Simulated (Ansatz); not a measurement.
C$_{2}$HCl$_{3}$Ti (`C#[C][Ti]([Cl])([Cl])[Cl]`), relaxed with RKS PBE-D4/def2-SVP in Ansatz from a rough embedded geometry. The force threshold is 0.03 eV/Å; the program also tests the step.

Total charge 0; spin multiplicity 1.

Start:

```xyz
7

C     0.518    2.208   -0.332
C     0.238    0.979   -0.152
Ti   -0.238   -1.070    0.130
Cl   -0.292   -2.073   -1.878
Cl   -2.344   -1.206    1.149
Cl    1.377   -2.026    1.533
H     0.742    3.188   -0.450
```

Task: By how much does the energy fall, and how many steps does the optimiser take? (Best estimate.)

Result: Ansatz gave: 69.86 kJ/mol, in 3 steps.

Task: Which bonds change most? (Estimate.)

Result: Computed: Ti3–Cl6 from 2.344 to 2.176 Å; Ti3–Cl5 from 2.343 to 2.176 Å; C2–Ti3 from 2.122 to 1.992 Å; C1–H7 from 1.012 to 1.085 Å.

Task: Give the relaxed structure. (Estimate.)

Result: Ansatz gave: 
```xyz
7

C     0.483    2.064   -0.300
C     0.206    0.868   -0.122
Ti   -0.246   -1.052    0.151
Cl   -0.262   -1.985   -1.815
Cl   -2.206   -1.114    1.093
Cl    1.298   -1.892    1.434
H     0.726    3.112   -0.440
```
